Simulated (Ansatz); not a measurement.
## Nudged elastic band run: BClFH3O

The input (input.yaml):

```yaml
crystal:
  periodic: [false, false, false]
  atoms:
    - { symbol: B, position_ang: [-0.137851, -0.457101, 0.088605] }
    - { symbol: H, position_ang: [-0.317016, -1.096872, 1.10572] }
    - { symbol: F, position_ang: [1.047695, 0.159898, -0.088785] }
    - { symbol: O, position_ang: [-1.036759, -0.327978, -0.910728] }
    - { symbol: H, position_ang: [-1.873972, -0.783892, -0.714928] }
    - { symbol: Cl, position_ang: [-0.086301, 2.650107, 1.624773] }
    - { symbol: H, position_ang: [0.733603, 1.932438, 0.913543] }
basis:
  gaussian: { orbitals: def2-SVP }
hamiltonian:
  xc: pbe
neb:
  order_check: false
  images: 7
  f_tol: 0.03
  max_iterations: 60
  final_atoms:
    - { symbol: B, position_ang: [-0.30413578, 0.65422014, -0.6190118] }
    - { symbol: H, position_ang: [0.55020314, -0.39291777, 2.98213488] }
    - { symbol: F, position_ang: [0.80881674, 0.14653209, -1.1630308] }
    - { symbol: O, position_ang: [-1.50515658, 0.04875474, -0.7605395] }
    - { symbol: H, position_ang: [-1.4394028, -0.7714026, -1.28532041] }
    - { symbol: Cl, position_ang: [-0.19517158, 2.15533194, 0.30347441] }
    - { symbol: H, position_ang: [0.41424585, 0.23608145, 2.56049321] }
  initial_path:
    images:
      - { positions_ang: [[-0.137851, -0.457101, 0.088605], [-0.317016, -1.096872, 1.10572], [1.047695, 0.159898, -0.088785], [-1.036759, -0.327978, -0.910728], [-1.873972, -0.783892, -0.714928], [-0.086301, 2.650107, 1.624773], [0.733603, 1.932438, 0.913543]] }
      - { positions_ang: [[-0.09823857, -0.3372063, 0.06534598], [-0.25428778, -0.84221851, 1.21174571], [1.08549504, 0.13988061, -0.2157265], [-1.06724789, -0.23262142, -0.87721646], [-1.82189057, -0.79075239, -0.69940295], [-0.05324546, 2.49310093, 1.42156489], [0.53881423, 1.64641707, 1.11188932]] }
      - { positions_ang: [[-0.05862615, -0.21731159, 0.04208696], [-0.19155956, -0.58756501, 1.31777142], [1.12329508, 0.11986323, -0.34266799], [-1.09773678, -0.13726485, -0.84370492], [-1.76980913, -0.79761278, -0.68387789], [-0.02018993, 2.33609487, 1.21835678], [0.34402547, 1.36039614, 1.31023565]] }
      - { positions_ang: [[-0.01901372, -0.09741689, 0.01882794], [-0.12883133, -0.33291152, 1.42379713], [1.16109512, 0.09984584, -0.46960949], [-1.12822568, -0.04190827, -0.81019338], [-1.7177277, -0.80447317, -0.66835284], [0.01286561, 2.1790888, 1.01514867], [0.1492367, 1.07437521, 1.50858197]] }
      - { positions_ang: [[0.0205987, 0.02247781, -0.00443108], [-0.06610311, -0.07825802, 1.52982284], [1.19889515, 0.07982846, -0.59655099], [-1.15871457, 0.0534483, -0.77668184], [-1.66564626, -0.81133356, -0.65282778], [0.04592115, 2.02208273, 0.81194056], [-0.04555206, 0.78835427, 1.70692829]] }
      - { positions_ang: [[-0.06058492, 0.1804134, -0.15807626], [0.08797345, -0.15692296, 1.89290085], [1.10137555, 0.09650437, -0.73817094], [-1.24532507, 0.05227491, -0.77264626], [-1.6090854, -0.80135082, -0.81095094], [-0.01435203, 2.05539503, 0.68482402], [0.06939742, 0.65028607, 1.92031952]] }
      - { positions_ang: [[-0.14176854, 0.33834898, -0.31172144], [0.24205001, -0.2355879, 2.25597886], [1.00385595, 0.11318027, -0.87979089], [-1.33193557, 0.05110152, -0.76861067], [-1.55252453, -0.79136808, -0.9690741], [-0.07462521, 2.08870734, 0.55770748], [0.18434689, 0.51221786, 2.13371075]] }
      - { positions_ang: [[-0.22295216, 0.49628456, -0.46536662], [0.39612658, -0.31425283, 2.61905687], [0.90633634, 0.12985618, -1.02141084], [-1.41854608, 0.04992813, -0.76457508], [-1.49596366, -0.78138534, -1.12719726], [-0.1348984, 2.12201964, 0.43059094], [0.29929637, 0.37414966, 2.34710198]] }
      - { positions_ang: [[-0.30413578, 0.65422014, -0.6190118], [0.55020314, -0.39291777, 2.98213488], [0.80881674, 0.14653209, -1.1630308], [-1.50515658, 0.04875474, -0.7605395], [-1.4394028, -0.7714026, -1.28532041], [-0.19517158, 2.15533194, 0.30347441], [0.41424585, 0.23608145, 2.56049321]] }
```

Run as:

```bash
$ ansatz run input.yaml --threads 1 --pin off --max-ram 2048MiB --backend cpu --events-out ev --progress --plain --runs-dir out
```

Output, in part (warnings, iteration lines, the closing report on the highest movable image, with atoms numbered from 0):

```
NEB end point (image 0): max|allowed force component| = 5.541e-3 eV/Å (the criterion of neb.relax_end_points is 1.000e-2)
NEB end point (image 8): max|allowed force component| = 1.396e-2 eV/Å (the criterion of neb.relax_end_points is 1.000e-2)
NEB iter   1: max|band force component| = 1.566e1 eV/Å  barrier→ = 2.3466 eV  barrier← = 2.9146 eV  Δτ_max = 0.2000 Å  (227 SCF iters)
NEB iter   2: max|band force component| = 4.909e0 eV/Å  barrier→ = 1.3255 eV  barrier← = 1.8936 eV  Δτ_max = 0.1965 Å  (218 SCF iters)
NEB iter   3: max|band force component| = 2.320e0 eV/Å  barrier→ = 1.1263 eV  barrier← = 1.6944 eV  Δτ_max = 0.1966 Å  (219 SCF iters)
NEB iter   4: max|band force component| = 1.653e0 eV/Å  barrier→ = 1.0936 eV  barrier← = 1.6617 eV  Δτ_max = 0.1339 Å  (201 SCF iters)
NEB iter   5: max|band force component| = 7.264e-1 eV/Å  barrier→ = 1.0050 eV  barrier← = 1.5730 eV  Δτ_max = 0.0988 Å  (191 SCF iters)
NEB iter   6: max|band force component| = 3.751e-1 eV/Å  barrier→ = 1.0527 eV  barrier← = 1.6207 eV  CI = image 4  Δτ_max = 0.1934 Å  (187 SCF iters)
NEB iter   7: max|band force component| = 5.738e-1 eV/Å  barrier→ = 1.1132 eV  barrier← = 1.6813 eV  CI = image 4  Δτ_max = 0.0971 Å  (197 SCF iters)
NEB iter   8: max|band force component| = 2.437e-1 eV/Å  barrier→ = 1.1044 eV  barrier← = 1.6725 eV  CI = image 4  Δτ_max = 0.0253 Å  (187 SCF iters)
NEB iter   9: max|band force component| = 1.278e-1 eV/Å  barrier→ = 1.1038 eV  barrier← = 1.6719 eV  CI = image 4  Δτ_max = 0.1887 Å  (189 SCF iters)
NEB iter  10: max|band force component| = 4.361e0 eV/Å  barrier→ = 1.1036 eV  barrier← = 1.6717 eV  CI = image 4  Δτ_max = 0.1003 Å  (191 SCF iters)
NEB iter  11: max|band force component| = 9.331e-1 eV/Å  barrier→ = 1.1036 eV  barrier← = 1.6717 eV  CI = image 4  Δτ_max = 0.0781 Å  (188 SCF iters)
NEB iter  12: max|band force component| = 1.250e-1 eV/Å  barrier→ = 1.1036 eV  barrier← = 1.6717 eV  CI = image 4  Δτ_max = 0.0285 Å  (169 SCF iters)
NEB iter  13: max|band force component| = 1.413e-1 eV/Å  barrier→ = 1.1036 eV  barrier← = 1.6717 eV  CI = image 4  Δτ_max = 0.0085 Å  (164 SCF iters)
NEB iter  14: max|band force component| = 1.092e-1 eV/Å  barrier→ = 1.1036 eV  barrier← = 1.6717 eV  CI = image 4  Δτ_max = 0.0067 Å  (144 SCF iters)
NEB iter  15: max|band force component| = 2.547e-2 eV/Å  barrier→ = 1.1036 eV  barrier← = 1.6717 eV  CI = image 4  Δτ_max = 0.0000 Å  (319 SCF iters)
Total energy: -17994.34989400 eV, -661.2801615960 hartree
Atom 0 at    -0.017041     0.202183     0.062306 Å, force     0.001217    -0.000141    -0.000283 eV/Å
Atom 1 at    -0.081326    -0.297236     1.314526 Å, force    -0.000059    -0.000154    -0.000026 eV/Å
Atom 2 at     1.212848    -0.030425    -0.432955 Å, force    -0.000392     0.000194     0.000391 eV/Å
Atom 3 at    -1.168415     0.055979    -0.665927 Å, force    -0.000724     0.000326    -0.000358 eV/Å
Atom 4 at    -1.595497    -0.810333    -0.562645 Å, force     0.000050    -0.000113     0.000228 eV/Å
Atom 5 at     0.017164     2.195094     0.841892 Å, force    -0.000066    -0.000421    -0.000084 eV/Å
Atom 6 at    -0.038333     0.761337     1.461004 Å, force    -0.000027     0.000310     0.000132 eV/Å
Dipole moment:    -0.276996    -0.456257     0.287985 e Å
```

The run converged. A vibrational analysis at the climbing image gives 2 clearly imaginary modes (757i, 228i cm⁻¹): a point of higher order, so a lower path passes nearby. The orbitals stay closed-shell, which can raise the energy where a bond breaks towards radicals; this wasn't checked here.

Final band (atoms are numbered from 1 in the order of the input):

```csv
image,path coordinate (Å),energy (kcal/mol),B1–H2 (Å),Cl6–H7 (Å),B1–Cl6 (Å)
0,0.00,0.0,1.21,1.30,3.47
1,0.77,1.5,1.22,1.30,3.38
2,1.55,2.4,1.22,1.30,3.37
3,2.32,7.2,1.24,1.32,2.76
4,3.09,25.4,1.35,1.56,2.14
5,3.86,-0.6,1.94,2.18,1.82
6,4.64,-11.9,2.62,2.79,1.77
7,5.41,-13.0,3.29,3.06,1.76
8,6.19,-13.1,3.85,3.02,1.77
```

Time of the run: 2.5 min on 1 thread of Arm Neoverse V2, on a shared host, peak memory 0.15 GiB.
